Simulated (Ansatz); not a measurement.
The cluster Tl2F⁺. The state is a triplet with charge 1. Geometry PBE0-D4/def2-TZVP, that of the neutral doublet; atoms count from 1.

Cartesian coordinates in Å:
```
Tl -1.3357 0.0176 -1.1536
Tl 1.5552 0.7241 0.4151
F -0.2195 -0.7417 0.7385
```

In the def2 sets Tl takes a core potential; there is no spin–orbit coupling. At PBE0-D4/def2-TZVP a singlet of charge 1 lies 4.51 eV below the triplet at the same geometry. The structure comes from a short search, and lower isomers may exist.

Q: Estimate the Mulliken populations from the PBE0/def2-TZVP orbitals of Ansatz.

A: 
```csv
atom,charge (e),spin (α − β)
Tl1,0.66,0.79
Tl2,0.66,0.79
F3,-0.31,0.42
```
Mulliken values and Mayer orders depend strongly on the basis.

Q: Where does the spin sit?

A: Summed by element: Tl 1.58, F 0.42, of 2 unpaired in all. Largest on single atoms: Tl1 0.79, Tl2 0.79, F3 0.42.

Q: And the Mayer bond orders between bonded heavy atoms (over 0.3)?

A: Tl1–Tl2 0.69 (3.36 Å); Tl1–F3 0.41 (2.32 Å); Tl2–F3 0.41 (2.32 Å).
